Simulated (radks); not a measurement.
Task: Valence configurations of Tb II (all share [Xe]). Method: scalar-relativistic Kohn-Sham, PBE, spin-polarised, spherical densities, finite nucleus; open shells are filled with parallel spins first (spin-orbit coupling, left out, can overturn this in heavy ions); Fermi nuclear charge, rms radius 5.06 fm; computed with a radial shooting solver on a logarithmic mesh with Libxc functionals. Order these by energy: 4f8 6p2; 4f8 5d1 6s1; 4f8 6s2; 4f9 5d1; 4f9 6s1; 4f9 6p1; 4f8 6s1 6p1; 4f9 6s0.5 6p0.5; 4f7 5d2 6s1; 4f10.

Result: From the lowest, in eV above it: 4f9 6s1 0.000; 4f8 5d1 6s1 1.486; 4f8 6s2 1.673; 4f9 6s0.5 6p0.5 1.717; 4f9 5d1 1.888; 4f9 6p1 3.426; 4f10 3.858; 4f8 6s1 6p1 4.781; 4f7 5d2 6s1 6.910; 4f8 6p2 8.856. NIST lists [Xe] 4f9 6s1 as the ground configuration; this level of theory agrees among the configurations tried. The energies are those of spherical high-spin densities, not of single terms.
